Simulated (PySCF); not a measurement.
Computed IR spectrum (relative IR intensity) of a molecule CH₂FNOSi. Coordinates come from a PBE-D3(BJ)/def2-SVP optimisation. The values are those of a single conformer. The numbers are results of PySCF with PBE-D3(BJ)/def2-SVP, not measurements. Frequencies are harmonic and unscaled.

ν (cm⁻¹): 277 (w), 494 (vw), 649 (m), 695 (m), 719 (vw), 860 (w), 895 (vs), 950 (vs), 1177 (vs), 2239 (m), 2277 (m), 2322 (vs) (against the strongest line: vs over 80 %, s over 45 %, m over 15 %, w over 4 %, vw less)

Which molecule gave these data?
(A) N#CO[SiH2]F
(B) F[Si@H]1N=CO1
(C) O=C=N[SiH2]F

A, N#CO[SiH2]F
